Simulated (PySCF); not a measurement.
Structure with atom numbers: `[O:1]=[CH:2][CH2:3][SiH2:4][O:5][C@:6]12[CH2:7][C@H:8]1[CH2:9]2`; H(Xn) means a hydrogen on atom n. Ha(C9) is cis to C7 on the ring; Ha(C7) is cis to C9 on the ring; Hb(C9) is trans to C7 on the ring; Hb(C7) is trans to C9 on the ring.

[PySCF: coordinates at the GFN2-xTB level; GIAO PBE0/pcSseg-1 shieldings; one conformer; rapidly exchanging positions averaged; isolated molecule; relativity neglected]

δ = σ(ref) − σ, references computed at the same level: ¹³C (186.93 ppm) against TMS.

Q: Do the ¹³C shifts follow the atomic charges (in e)? Tabulate both.

A: 
```json
{"atoms": "C2", "hybridisation": "sp2", "δ (ppm)": "204.3", "σ para (ppm)": "-268", "Hirshfeld": "+0.12", "IAO": "+0.27", "Mulliken": "+0.21", "ESP-fitted": "+0.53"}
{"atoms": "C6", "hybridisation": "sp3", "δ (ppm)": "53.1", "σ para (ppm)": "-98", "Hirshfeld": "+0.07", "IAO": "+0.20", "Mulliken": "+0.12", "ESP-fitted": "+0.36"}
{"atoms": "C3", "hybridisation": "sp3", "δ (ppm)": "38.9", "σ para (ppm)": "-110", "Hirshfeld": "-0.16", "IAO": "-0.61", "Mulliken": "-0.55", "ESP-fitted": "-0.51"}
{"atoms": "C7/C9", "hybridisation": "sp3", "δ (ppm)": "36.0", "σ para (ppm)": "-106", "Hirshfeld": "-0.08", "IAO": "-0.28", "Mulliken": "-0.12", "ESP-fitted": "-0.50"}
{"atoms": "C8", "hybridisation": "sp3", "δ (ppm)": "4.1", "σ para (ppm)": "-84", "Hirshfeld": "-0.07", "IAO": "-0.20", "Mulliken": "-0.22", "ESP-fitted": "-0.04"}
```

Correlation coefficients of δ with charge over these carbons: Hirshfeld +0.74, IAO +0.64, Mulliken +0.64, ESP-fitted +0.67; with the paramagnetic shielding -0.99. Among the 4 sp3 carbons alone: Hirshfeld +0.36, IAO +0.26, Mulliken +0.29, ESP-fitted +0.15. With so few points, grouped by hybridisation, these coefficients are fragile. Charge is one influence among several: hybridisation and low-lying excitations act through the paramagnetic term.

Shifts are as computed. Against solution values, carbons near 30 ppm lie about +3 ppm off and those near 130 ppm about +5 ppm. Of 1309 compounds with measured shifts, 239 miss one by over three times the rms of a fit or turn the order of signals round; such compounds aren't used in these exercises.
